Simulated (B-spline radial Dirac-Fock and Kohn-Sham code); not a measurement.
## Yb 5p3/2: cross section and angular parameters

System: the Yb atom, configuration 1s2 2s2 2p6 3s2 3p6 3d10 4s2 4p6 4d10 4f14 5s2 5p6 6s2; threshold 29.30 eV (orbital energy of the model). These are calculated numbers from a radial B-spline solver; the model is Dirac-Hartree-Slater photoionisation with a Latter tail; cross sections with all multipoles, angular parameters from the dipole term and its interference with E2.

| hν (eV) | σ (kb) | β | γ | δ |
| --- | --- | --- | --- | --- |
| 55.1 | 1680 | 1.867 | 0.118 | -0.010 |
| 59.9 | 1220 | 1.736 | 0.183 | -0.015 |
| 60 | 1210 | 1.733 | 0.185 | -0.015 |
| 68.6 | 745 | 1.422 | 0.288 | -0.026 |
| 73.8 | 581 | 1.209 | 0.333 | -0.031 |
| 111 | 202 | -0.018 | 0.234 | -0.028 |
| 200 | 98.4 | 0.120 | -0.069 | 0.030 |
| 240 | 82.9 | 0.368 | -0.029 | 0.036 |
| 252 | 79.1 | 0.434 | -0.012 | 0.036 |
| 264 | 75.6 | 0.495 | 0.006 | 0.036 |
| 300 | 66.6 | 0.656 | 0.060 | 0.035 |
| 393 | 50.0 | 0.949 | 0.172 | 0.028 |
| 622 | 28.8 | 1.310 | 0.268 | 0.012 |
| 707 | 24.4 | 1.385 | 0.265 | 0.009 |
| 756 | 22.3 | 1.420 | 0.258 | 0.007 |
| 1000 | 15.0 | 1.543 | 0.199 | 0.002 |
| 1170 | 11.8 | 1.597 | 0.149 | 0.000 |
| 1253.6 | 10.6 | 1.618 | 0.126 | 0.000 |
| 1590 | 7.21 | 1.675 | 0.045 | -0.001 |
| 1930 | 5.17 | 1.710 | -0.008 | 0.000 |
| 2810 | 2.58 | 1.746 | -0.037 | 0.003 |
| 2984.4 | 2.30 | 1.749 | -0.029 | 0.004 |
| 3180 | ? | ? | ? | ? |
| 4060 | 1.23 | 1.749 | 0.071 | 0.007 |
| 5414.7 | 0.665 | 1.731 | 0.264 | 0.010 |
| 6070 | 0.515 | 1.718 | 0.366 | 0.012 |
| 6330 | 0.468 | 1.713 | 0.407 | 0.013 |
| 6930 | 0.380 | 1.701 | 0.502 | 0.015 |
| 10500 | 0.140 | 1.624 | 1.027 | 0.029 |
| 15000 | 0.0557 | 1.531 | 1.569 | 0.051 |

Problem. Give the values at 3180 eV.

Solution. σ = 2.03 kb, β = 1.750, γ = -0.017, δ = 0.004.
